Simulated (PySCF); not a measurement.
Species: C3H12Ge2Si.
Atom-mapped SMILES: `[SiH3:1][Ge@@H:2]([GeH3:3])[CH:4]1[CH2:5][CH2:6]1` (hydrogens: H7, H8, H9 on Si1; H10 on Ge2; H11, H12, H13 on Ge3; H14 on C4; H15, H16 on C5; H17, H18 on C6)

Structure used (PBE0-D3(BJ)/def2-SVP), in Å, numbered top down from 1:
```xyz
18
C3H12Ge2Si angstrom
Si     2.293   -1.363   -0.188
Ge     0.468   -0.030    0.573
Ge     1.162    2.265    0.952
C     -0.990   -0.088   -0.717
C     -1.953   -1.246   -0.727
C     -2.416    0.102   -0.271
H      1.854   -2.772   -0.429
H      2.821   -0.805   -1.473
H      3.402   -1.370    0.815
H     -0.072   -0.614    1.900
H      1.696    2.875   -0.360
H     -0.023    3.123    1.437
H      2.283    2.335    2.007
H     -0.733    0.332   -1.696
H     -2.301   -1.613   -1.697
H     -1.831   -2.032    0.025
H     -2.613    0.246    0.796
H     -3.085    0.669   -0.925
```

Theory: TDDFT PBE0/def2-SVPD, vertical, gas phase, core orbitals frozen in the response (PySCF 2.14.0, density-fitted response routines). The PBE0/def2-SVPD calculation is non-relativistic and has no spin–orbit coupling, an omission that weighs most on germanium.

Computed singlets with f of 0.002 or more:

| state | E (eV) | f |
| --- | --- | --- |
| S1 | 6.41 | 0.136 |
| S2 | 6.49 | 0.116 |
| S3 | 6.79 | 0.052 |
| S4 | 6.81 | 0.145 |
| S5 | 6.86 | 0.047 |
| S6 | 6.99 | 0.021 |
| S7 | 7.02 | 0.104 |
| S8 | 7.17 | 0.018 |
| S9 | 7.28 | 0.083 |
| S10 | 7.36 | 0.155 |

Question: Turn these into Einstein A coefficients, radiative lifetimes, transition dipoles and integrated cross-sections.

Answer: Relations used (vacuum, state to state): A = 0.6670 f ν̃² s⁻¹ (ν̃ in cm⁻¹); τ = 1/A; f = (2/3) ΔE |μ|² in atomic units; ∫σ dE = 109.76 f Mb·eV.

```csv
state,A (s⁻¹),τ,|μ| (D),∫σ dE (Mb·eV)
S1,2.4×10⁸,4.1 ns,2.37,15
S2,2.1×10⁸,4.7 ns,2.17,13
S3,1.0×10⁸,9.6 ns,1.42,5.7
S4,2.9×10⁸,3.4 ns,2.37,16
S5,9.7×10⁷,10 ns,1.35,5.2
S6,4.4×10⁷,23 ns,0.88,2.3
S7,2.2×10⁸,4.5 ns,1.97,11
S8,4.0×10⁷,25 ns,0.81,2
S9,1.9×10⁸,5.3 ns,1.73,9.1
S10,3.6×10⁸,2.7 ns,2.36,17
```

Only emission to the ground state at the vertical energy is counted.

Question: How much energy does a mole of photons resonant with S10 carry?

Answer: 7.360 eV × 96.485 = 710 kJ/mol (170 kcal/mol).

Question: Suppose S1 emitted 0.3 eV lower with the same transition dipole. How would A change?

Answer: At fixed |μ|, A goes as the cube of the energy: (6.11/6.41)³ = 0.87, which makes τ about 4.8 ns.

Question: By what factor does the largest A in the list exceed the smallest?

Answer: S10 has 9.2 times the rate of S8.

All these states lie below the vertical ionisation energy of 9.03 eV (ΔSCF).

On an Arm Neoverse N1 with one thread, shared host, this took 6.6 min of wall time and 1.3 GiB of memory at its peak.

One conformer stands for the species.
